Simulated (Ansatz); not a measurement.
All values below come from frozen-core CCSD(T)/cc-pVTZ // PBE0-D3(BJ)/def2-TZVP (Ansatz, a program for electronic structure). The restricted HF reference is unstable towards unrestricted orbitals.

Ansatz 0.2 input:
```yaml
crystal:
  periodic: [false, false, false]
  atoms:
    - { symbol: F, position_ang: [-1.421448, -1.993102, 1.046663] }
    - { symbol: Si, position_ang: [-0.844129, -1.039579, -0.101407] }
    - { symbol: C, position_ang: [-1.094452, 0.776297, 0.199464] }
    - { symbol: C, position_ang: [0.125957, 1.327768, 0.159937] }
    - { symbol: C, position_ang: [1.279245, 0.409159, -0.023059] }
    - { symbol: C, position_ang: [1.007766, -0.898146, -0.134116] }
    - { symbol: H, position_ang: [-1.42913, -1.519654, -1.378306] }
    - { symbol: H, position_ang: [-1.995169, 1.363195, 0.319363] }
    - { symbol: H, position_ang: [0.308349, 2.395338, 0.252248] }
    - { symbol: H, position_ang: [2.284224, 0.821529, -0.061298] }
    - { symbol: H, position_ang: [1.778783, -1.642804, -0.279491] }
basis:
  gaussian: { orbitals: cc-pVTZ }
correlation:
  method: ccsd_t
```

Output:

```
Functional definition: HF
1475 factors; integrals over basis functions are off by at most 1.1e-3 eV
mean field evaluation 1: about -14768.5270 eV, gradient 4.0e1 eV
mean field evaluation 2: about -14768.8967 eV, gradient 4.0e1 eV
mean field evaluation 4: about -14772.7930 eV, gradient 4.4e0 eV
mean field evaluation 8: about -14772.8565 eV, gradient 2.2e-1 eV
mean field evaluation 16: about -14768.5270 eV, gradient 4.0e1 eV
mean field -14772.85679065 eV, -542.8924736543 hartree, gradient 2.1e-6 eV, S^2 0.000000; 0 other end points of the search recorded, 0 dependent functions left out; unrestricted orbitals would lower it
10 core orbitals not correlated
reference -14772.85679065 eV, -542.8924736543 hartree; 16, 16 occupied and 228, 228 virtual orbitals, 1475 factors
second order -26.98500989 eV of doubles, -0.00000000 eV of singles
cycle   1  -27.08489982 eV  change   -1.0e-1 eV  update   1.1e-1
cycle   2  -27.75228537 eV  change   -6.7e-1 eV  update   3.5e-2
cycle   3  -27.90277777 eV  change   -1.5e-1 eV  update   1.7e-2
cycle   4  -27.89077635 eV  change    1.2e-2 eV  update   4.8e-3
cycle   5  -27.89058941 eV  change    1.9e-4 eV  update   2.1e-3
cycle   6  -27.89216915 eV  change   -1.6e-3 eV  update   6.3e-4
cycle   7  -27.89207759 eV  change    9.2e-5 eV  update   2.6e-4
cycle   8  -27.89196113 eV  change    1.2e-4 eV  update   9.6e-5
cycle   9  -27.89199562 eV  change   -3.4e-5 eV  update   4.0e-5
perturbative correction -1.25551070 eV, -0.0461391671 hartree
Total energy: -14802.00429697 eV, -543.9636247546 hartree
```

Cost: around 11 core-minutes (rough).
